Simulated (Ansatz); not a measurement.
CH6O3Sn (SMILES C[Sn](O)(O)O): methods side by side

The species is CH6O3Sn (11 atoms), meant as a singlet with charge 0. SMILES: `C[Sn](O)(O)O`. The shape was relaxed beforehand at B3LYP/def2-SVP. This is one conformer, not always the lowest.

```tsv
atom	x (Å)	y (Å)	z (Å)
C	-1.6565	0.8323	0.1633
Sn	0.2492	-0.1251	-0.0245
O	0.6405	-1.3508	1.4993
O	1.7555	1.1802	-0.0940
O	0.3883	-1.2285	-1.6799
H	-1.4993	1.8672	0.4964
H	-2.1551	0.8199	-0.8154
H	-2.2557	0.2825	0.9018
H	1.5114	-1.1556	1.8755
H	2.3251	0.9993	-0.8561
H	0.6966	-2.1215	-1.4665
```

Quantity: the dissociation energy of the Sn2–C1 bond into doublet SnH3O3 and doublet CH3 (shapes relaxed at B3LYP/def2-SVP, no zero-point term), in eV. The values are calculated.

```
                            level                    kind  program  value (eV)
     HF/def2-SVP (core potential)            Hartree–Fock   Ansatz        2.28
  SVWN5/def2-SVP (core potential)                     LDA   Ansatz        3.53
    PBE/def2-SVP (core potential)                     GGA   Ansatz        2.88
 r2SCAN/def2-SVP (core potential)                meta-GGA   Ansatz        2.78
PBE0-D4/def2-SVP (core potential)           global hybrid   Ansatz        3.08
wB97M-V/def2-SVP (core potential)  range-separated hybrid   Ansatz        3.26
 B2PLYP/def2-SVP (core potential)           double hybrid   Ansatz        2.99
    MP2/def2-SVP (core potential)     perturbation theory   Ansatz        3.26
```

Spin-orbit coupling, which can split open shells on such heavy atoms by tenths of an eV, is left out. The values span 2.28 to 3.53 eV. Hartree–Fock misses the correlation of the electron pair that is broken and comes out low. Measured bond enthalpies also hold zero-point and thermal terms, a few tenths of an eV less. In the correlated wave-function rows the outer d shell of Sn is correlated, in sets not made for it.
